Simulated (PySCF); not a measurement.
B3LYP has the VWN-RPA correlation part, as in Gaussian. 

Z-matrix (Å, degrees):
```
Sc
O 1 1.8724
H 2 0.9602 1 152.60
O 1 1.8727 2 120.10 3 0.05
H 4 0.9602 1 152.42 2 -179.90
O 1 1.8729 2 119.97 3 -179.89
H 6 0.9602 1 152.31 2 0.03
```
Charge 0, multiplicity 1.

Q: Estimate the total energy, HOMO–LUMO gap and LUMO that B3LYP-D3(BJ)/def2-TZVP // r2SCAN-D4/def2-SVP in PySCF returns for this input.

A: 
| Quantity | Value |
|---|---|
| total energy | -988.5097 Ha |
| HOMO–LUMO gap | 6.28 eV |
| LUMO | -1.72 eV |
